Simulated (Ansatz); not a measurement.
`[OH][GeH]([Cl])[GeH3]` and `[OH][GeH]([OH])[GeH3]` differ in one atom or group.

Ansatz, PBE0-D4/def2-TZVP geometries, multiplicity 1. Each molecule was computed in one conformer, which needn't be the lowest.

Scalar relativity is left out up to krypton.

```csv
property,`[OH][GeH]([Cl])[GeH3]`
HOMO–LUMO gap (ωB97M-V/def2-TZVPP) / eV,11.55
HOMO energy (PBE0/def2-TZVPP) / eV,-8.04
LUMO energy (PBE0/def2-TZVPP) / eV,-0.37
HOMO energy (ωB97M-V/def2-TZVPP) / eV,-10.09
HOMO energy (PBE/def2-TZVPP) / eV,-6.80
HOMO–LUMO gap (PBE/def2-TZVPP) / eV,5.52
```

(1) What does the change do to each property? (Best estimate.)

Results:

(1) Computed: 
| property | `[OH][GeH]([OH])[GeH3]` | shift |
| --- | --- | --- |
| HOMO–LUMO gap (ωB97M-V/def2-TZVPP) / eV | 11.79 | 0.24 |
| HOMO energy (PBE0/def2-TZVPP) / eV | -7.93 | 0.11 |
| LUMO energy (PBE0/def2-TZVPP) / eV | 0.03 | 0.40 |
| HOMO energy (ωB97M-V/def2-TZVPP) / eV | -10.06 | 0.03 |
| HOMO energy (PBE/def2-TZVPP) / eV | -6.58 | 0.22 |
| HOMO–LUMO gap (PBE/def2-TZVPP) / eV | 5.78 | 0.26 |

With PBE0 the HOMO rises by 0.11 eV and the LUMO rises by 0.40 eV, so the gap widens by about 0.29 eV. PBE moves the HOMO by 0.22 eV and ωB97M-V by 0.03 eV.

Positive LUMOs are unbound, so they and the gaps depend on the basis.
